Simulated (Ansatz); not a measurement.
Ben: vertical EA (eV) at several levels, gas phase, relaxed structures; Ansatz. Clusters are the lowest isomers that short searches found in that spin, judged at the geometry's level. Singlets are spin-restricted. A dash marks a value that wasn't run or was left out as unsound. The structures are stationary points that may keep the symmetry of their start. Remarks come from the PBE and PBE0 runs and from stability tests at other levels; not every state was tested. A HOMO above zero means that the electron is unbound at that level and held by the basis, or that self-interaction error raises the level; the energy of removing that electron tells which. HOMO above LUMO (over both spins in singlets and doublets, within one spin in higher multiplets; at PBE or PBE0), or a gap under 0.15 eV within one spin, warns that the state may not be the lowest or that an electron is smeared out.

```json
{"species": "Be4", "state": "singlet to doublet", "geometry": "B3LYP/def2-TZVP", "PBE/def2-TZVPD": "1.64", "PBE0/def2-TZVPD": "1.62", "remarks": "HOMO above zero (-1 doublet)"}
{"species": "Be5", "state": "singlet to doublet", "geometry": "PBE/def2-TZVP", "PBE/def2-TZVPD": "1.40", "PBE0/def2-TZVPD": "1.47", "remarks": "restricted SCF unstable, HOMO above zero (-1 doublet)"}
{"species": "Be7", "state": "singlet to doublet", "geometry": "r2SCAN/def2-TZVP", "PBE/def2-TZVPD": "1.84", "PBE0/def2-TZVPD": "1.83", "remarks": "restricted SCF unstable in HF, HOMO above zero (-1 doublet), gap within one spin near zero at PBE or PBE0 (-1 doublet), spin-contaminated (⟨S²⟩ up to 0.83) (-1 doublet)"}
{"species": "Be10", "state": "singlet to doublet", "geometry": "PBE0/def2-SVP", "PBE/def2-TZVPD": "1.73", "PBE0/def2-TZVPD": "1.70", "remarks": "restricted SCF unstable in HF, HOMO above zero (-1 doublet)"}
```

Question: Estimate the column for r2SCAN/def2-TZVPD.

Answer: Be4 1.70; Be5 1.51; Be10 1.79.

Over the 3 species that have every level, the mean is 1.59 at PBE/def2-TZVPD, 1.67 at r2SCAN/def2-TZVPD, 1.60 at PBE0/def2-TZVPD.
